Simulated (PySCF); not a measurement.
## UHF on Ru⁺ (ruthenium, charge +1)

Configuration: [Kr] 4d7, high-spin 4F determinant. Calculation: PySCF 2.14, in aug-cc-pVTZ-PP with ECP28MDF (6s6p5d3f2g, 88 functions); scalar relativity through the core potential.

| Property | Result |
| --- | --- |
| Total energy | -93.584535 hartree |
| One-electron energy | -160.4850 hartree |
| Hartree (Coulomb) energy | 76.2943 hartree |
| Exchange energy | -9.3939 hartree |
| ⟨S²⟩ | 3.7562 |
| ⟨L²⟩ | 12.060 |
| Sum of ⟨r⟩ | 20.39 bohr |
| Sum of ⟨r²⟩ | 33.51 bohr² |

```json
{"shell": "4s α", "electrons": "1", "mean orbital energy (hartree)": "-3.80475", "spread (hartree)": "0", "rms radius, mean of both spins (bohr)": "1.10"}
{"shell": "4s β", "electrons": "1", "mean orbital energy (hartree)": "-3.62264", "spread (hartree)": "0", "rms radius, mean of both spins (bohr)": "1.10"}
{"shell": "4p α", "electrons": "3", "mean orbital energy (hartree)": "-2.54185", "spread (hartree)": "0", "rms radius, mean of both spins (bohr)": "1.22"}
{"shell": "4p β", "electrons": "3", "mean orbital energy (hartree)": "-2.30899", "spread (hartree)": "0", "rms radius, mean of both spins (bohr)": "1.22"}
{"shell": "4d α", "electrons": "5", "mean orbital energy (hartree)": "-0.69691", "spread (hartree)": "0.04031", "rms radius, mean of both spins (bohr)": "1.78"}
{"shell": "4d β", "electrons": "2", "mean orbital energy (hartree)": "-0.60982", "spread (hartree)": "0", "rms radius, mean of both spins (bohr)": "1.78"}
```

Energies and moments cover only the electrons outside the core potential.
